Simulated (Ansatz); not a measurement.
`BC(N)=[Se]` and `BC(=[Se])[SiH2]S` differ in one atom or group.

Ansatz, PBE0-D4/def2-TZVP geometries, multiplicity 1. Each molecule was computed in one conformer, which needn't be the lowest.

Scalar relativity is left out up to krypton.

```csv
property,`BC(N)=[Se]`
HOMO–LUMO gap (B3LYP/def2-TZVPP) / eV,5.01
HOMO–LUMO gap (ωB97M-V/def2-TZVPP) / eV,9.55
size of the dipole moment (ωB97M-V/def2-TZVPP) / D,4.58
HOMO energy (B3LYP/def2-TZVPP) / eV,-6.50
HOMO energy (PBE0/def2-TZVPP) / eV,-6.71
size of the dipole moment (B3LYP/def2-TZVPP) / D,4.47
```

Q: What does the change do to each property? (Estimate.)

A: Computed: 
```csv
property,`BC(=[Se])[SiH2]S`,shift
HOMO–LUMO gap (B3LYP/def2-TZVPP) / eV,3.34,-1.67
HOMO–LUMO gap (ωB97M-V/def2-TZVPP) / eV,7.82,-1.73
size of the dipole moment (ωB97M-V/def2-TZVPP) / D,1.54,-3.04
HOMO energy (B3LYP/def2-TZVPP) / eV,-6.87,-0.37
HOMO energy (PBE0/def2-TZVPP) / eV,-7.11,-0.40
size of the dipole moment (B3LYP/def2-TZVPP) / D,1.57,-2.90
```

With PBE0 the HOMO falls by 0.40 eV and the LUMO falls by 2.09 eV, so the gap narrows by about 1.69 eV. PBE moves the HOMO by -0.37 eV and ωB97M-V by -0.43 eV. The zero-point energy changes by -2.7 kJ/mol with +6 modes. Dipoles are sizes alone; their direction can turn.

B3LYP here is the variant with VWN-RPA as its local correlation; programs differ in this.

Spin–orbit coupling is left out; it splits and shifts lone-pair levels of the heavy atoms by tenths of an eV.
